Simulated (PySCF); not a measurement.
(3E)-2,4-difluoropenta-1,3-diene (C5H6F2), SMILES C=C(F)/C=C(\C)F.

The structure is a stationary point at r2SCAN-D4/def2-SVP. Other conformers were not sampled.

The numbers are results of r2SCAN-D4/def2-SVP (PySCF 2.14.0), not measurements.

Frequencies are harmonic and unscaled.

Computed normal modes with their intensities:
```json
[
 {"mode": "1", "ν (cm⁻¹)": "63", "IR (km/mol)": "2.0", "moving atoms (share of kinetic energy)": "C 41 %, F 39 %, H 20 %"},
 {"mode": "2", "ν (cm⁻¹)": "142", "IR (km/mol)": "0.5", "moving atoms (share of kinetic energy)": "H 86 %, C 13 %"},
 {"mode": "3", "ν (cm⁻¹)": "203", "IR (km/mol)": "0.6", "moving atoms (share of kinetic energy)": "C 51 %, F 25 %, H 24 %"},
 {"mode": "4", "ν (cm⁻¹)": "205", "IR (km/mol)": "1.2", "moving atoms (share of kinetic energy)": "F 44 %, C 43 %, H 14 %"},
 {"mode": "5", "ν (cm⁻¹)": "340", "IR (km/mol)": "2.8", "moving atoms (share of kinetic energy)": "C 48 %, F 30 %, H 22 %"},
 {"mode": "6", "ν (cm⁻¹)": "382", "IR (km/mol)": "1.3", "moving atoms (share of kinetic energy)": "F 52 %, C 31 %, H 17 %"},
 {"mode": "7", "ν (cm⁻¹)": "478", "IR (km/mol)": "5.6", "moving atoms (share of kinetic energy)": "C 39 %, F 33 %, H 28 %"},
 {"mode": "8", "ν (cm⁻¹)": "479", "IR (km/mol)": "1.6", "moving atoms (share of kinetic energy)": "C 61 %, H 34 %"},
 {"mode": "9", "ν (cm⁻¹)": "621", "IR (km/mol)": "5.2", "moving atoms (share of kinetic energy)": "C 68 %, H 30 %"},
 {"mode": "10", "ν (cm⁻¹)": "632", "IR (km/mol)": "27.0", "moving atoms (share of kinetic energy)": "C 54 %, F 28 %, H 18 %"},
 {"mode": "11", "ν (cm⁻¹)": "716", "IR (km/mol)": "0.1", "moving atoms (share of kinetic energy)": "H 83 %, C 13 %"},
 {"mode": "12", "ν (cm⁻¹)": "810", "IR (km/mol)": "49.6", "moving atoms (share of kinetic energy)": "H 69 %, C 31 %"},
 {"mode": "13", "ν (cm⁻¹)": "845", "IR (km/mol)": "3.0", "moving atoms (share of kinetic energy)": "C 70 %, H 18 %, F 12 %"},
 {"mode": "14", "ν (cm⁻¹)": "869", "IR (km/mol)": "38.0", "moving atoms (share of kinetic energy)": "H 71 %, C 29 %"},
 {"mode": "15", "ν (cm⁻¹)": "933", "IR (km/mol)": "45.9", "moving atoms (share of kinetic energy)": "F 42 %, C 33 %, H 25 %"},
 {"mode": "16", "ν (cm⁻¹)": "966", "IR (km/mol)": "17.7", "moving atoms (share of kinetic energy)": "H 55 %, C 35 %, F 10 %"},
 {"mode": "17", "ν (cm⁻¹)": "1018", "IR (km/mol)": "5.6", "moving atoms (share of kinetic energy)": "H 61 %, C 33 %"},
 {"mode": "18", "ν (cm⁻¹)": "1040", "IR (km/mol)": "1.4", "moving atoms (share of kinetic energy)": "H 63 %, C 37 %"},
 {"mode": "19", "ν (cm⁻¹)": "1197", "IR (km/mol)": "136.0", "moving atoms (share of kinetic energy)": "C 48 %, H 39 %, F 13 %"},
 {"mode": "20", "ν (cm⁻¹)": "1306", "IR (km/mol)": "12.0", "moving atoms (share of kinetic energy)": "H 54 %, C 42 %"},
 {"mode": "21", "ν (cm⁻¹)": "1355", "IR (km/mol)": "79.0", "moving atoms (share of kinetic energy)": "C 52 %, H 43 %"},
 {"mode": "22", "ν (cm⁻¹)": "1379", "IR (km/mol)": "7.3", "moving atoms (share of kinetic energy)": "H 69 %, C 30 %"},
 {"mode": "23", "ν (cm⁻¹)": "1419", "IR (km/mol)": "81.2", "moving atoms (share of kinetic energy)": "C 53 %, H 46 %"},
 {"mode": "24", "ν (cm⁻¹)": "1441", "IR (km/mol)": "11.5", "moving atoms (share of kinetic energy)": "H 93 %"},
 {"mode": "25", "ν (cm⁻¹)": "1444", "IR (km/mol)": "9.7", "moving atoms (share of kinetic energy)": "H 97 %"},
 {"mode": "26", "ν (cm⁻¹)": "1682", "IR (km/mol)": "14.1", "moving atoms (share of kinetic energy)": "C 91 %, H 8 %"},
 {"mode": "27", "ν (cm⁻¹)": "1752", "IR (km/mol)": "235.8", "moving atoms (share of kinetic energy)": "C 95 %"},
 {"mode": "28", "ν (cm⁻¹)": "3038", "IR (km/mol)": "17.0", "moving atoms (share of kinetic energy)": "H 96 %"},
 {"mode": "29", "ν (cm⁻¹)": "3112", "IR (km/mol)": "4.0", "moving atoms (share of kinetic energy)": "H 91 %, C 9 %"},
 {"mode": "30", "ν (cm⁻¹)": "3182", "IR (km/mol)": "2.3", "moving atoms (share of kinetic energy)": "H 95 %"},
 {"mode": "31", "ν (cm⁻¹)": "3200", "IR (km/mol)": "1.7", "moving atoms (share of kinetic energy)": "H 92 %, C 8 %"},
 {"mode": "32", "ν (cm⁻¹)": "3222", "IR (km/mol)": "0.4", "moving atoms (share of kinetic energy)": "H 91 %, C 9 %"},
 {"mode": "33", "ν (cm⁻¹)": "3297", "IR (km/mol)": "0.2", "moving atoms (share of kinetic energy)": "H 89 %, C 11 %"}
]
```
